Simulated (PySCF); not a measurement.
Cartesian coordinates in Å; atom numbers follow the order of the lines, from 1:
```xyz
17

C     3.442    0.250   -0.003
N     2.047    0.471   -0.289
C     1.057   -0.160    0.395
O     1.282   -0.961    1.282
C    -0.303    0.215   -0.041
C    -1.373   -0.279    0.585
N    -2.675    0.012    0.243
C    -3.761   -0.478    0.909
O    -3.724   -1.206    1.861
H     3.494   -0.540    0.745
H     3.975   -0.062   -0.902
H     3.909    1.154    0.396
H     1.816    1.146   -1.000
H    -0.404    0.894   -0.877
H    -1.264   -0.954    1.423
H    -2.820    0.626   -0.547
H    -4.704   -0.117    0.458
```

Geometry: GFN2-xTB; GIAO absolute shieldings from PySCF 2.14.0 with density-fitted response routines, gas phase, non-relativistic, averaged over equivalent atoms.

At PBE0/ANO-RCC-VDZP (166 basis functions, 48 s wall time on 1 thread of an Arm Neoverse V2, shared host):
```json
{"atoms": "C3", "σ (ppm)": "28.3"}
{"atoms": "C8", "σ (ppm)": "36.2"}
{"atoms": "C6", "σ (ppm)": "53.9"}
{"atoms": "C5", "σ (ppm)": "86.9"}
{"atoms": "C1", "σ (ppm)": "166.7"}
{"atoms": "N7", "σ (ppm)": "103.8"}
{"atoms": "N2", "σ (ppm)": "148.9"}
{"atoms": "O9", "σ (ppm)": "-84.5"}
{"atoms": "O4", "σ (ppm)": "1.1"}
{"atoms": "H15", "σ (ppm)": "23.01"}
{"atoms": "H17", "σ (ppm)": "23.38"}
{"atoms": "H16", "σ (ppm)": "24.89"}
{"atoms": "H14", "σ (ppm)": "26.60"}
{"atoms": "H13", "σ (ppm)": "27.26"}
{"atoms": "H10/H11/H12", "σ (ppm)": "28.73"}
```

Estimate the result of repeating the calculation with OPBE/pcSseg-1.

Results:


```tsv
atoms	σ at OPBE/pcSseg-1	change
C3	34.2	+5.9
C8	39.9	+3.7
C6	57.1	+3.2
C5	85.1	-1.8
C1	161.1	-5.6
N7	98.8	-5.0
N2	145.0	-3.9
O9	-102.6	-18.1
O4	-9.9	-11.0
H15	23.41	+0.40
H17	23.39	+0.01
H16	25.28	+0.39
H14	26.76	+0.16
H13	27.22	-0.04
H10/H11/H12	28.45	-0.28
```

The largest change is at O9 (amide-type carbonyl oxygen). Cost: 193 basis functions, 47 s wall time on 1 thread of an Arm Neoverse V2, shared host. The order of the carbon signals is the same at both levels.

The C=O carbon of an acid or of an amide with N–H lies up to 10 ppm further downfield in solution, through hydrogen bonding that the calculation lacks.
